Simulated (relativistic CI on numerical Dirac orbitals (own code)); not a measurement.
**Radial parameters of Dy LI**

These numbers are calculated, not measured: Dirac-Coulomb-Breit CI, KLI orbitals optimised for each configuration, a model potential for QED, unscaled Slater integrals (own radial code, finite nucleus).

Slater integrals F^k, G^k are unscaled and averaged over j, outside the closed core [Ne]; ζ comes from projecting the Hamiltonian with its Breit term on Σ l·s of the shell.

- 3s²3p⁴: F^2(3p,3p) = 467070, ζ(3p) = 1.1002e+06 cm⁻¹; <r>(3p) = 0.21, <r^2>(3p) = 0.05104 (bohr units).
- 3s3p⁵: G^1(3s,3p) = 591190, ζ(3p) = 1.1e+06 cm⁻¹; <r>(3s) = 0.2154, <r^2>(3s) = 0.05296, <r>(3p) = 0.2101, <r^2>(3p) = 0.05109 (bohr units).
- 3s²3p³3d: F^2(3p,3p) = 466730, ζ(3p) = 1.0992e+06, F^2(3p,3d) = 470690, G^1(3p,3d) = 488720, G^3(3p,3d) = 330330, ζ(3d) = 150020 cm⁻¹; <r>(3p) = 0.2102, <r^2>(3p) = 0.05112, <r>(3d) = 0.1858, <r^2>(3d) = 0.03984 (bohr units).

Averages of the first 10 configurations, taken without configuration mixing, which lowers the lowest level and can move excited configurations by several eV; other configurations of the list can lie among them:

| Configuration | Parity | States | Average energy above the lowest level (eV) |
| --- | --- | --- | --- |
| 3s²3p⁴ | even | 15 | 146.6 |
| 3s3p⁵ | odd | 12 | 453.1 |
| 3s²3p³3d | odd | 200 | 452.5 |
| 3p⁶ | even | 1 | 779.9 |
| 3s3p⁴3d | even | 300 | 750.3 |
| 3p⁵3d | odd | 60 | 1068.4 |
| 3s3p³3d² | odd | 1800 | 1055.4 |
| 3s²3p²3d4p | odd | 900 | 2577.1 |
| 3p⁵4s | odd | 12 | 2772.3 |
| 3s3p³3d4s | odd | 800 | 2747.5 |
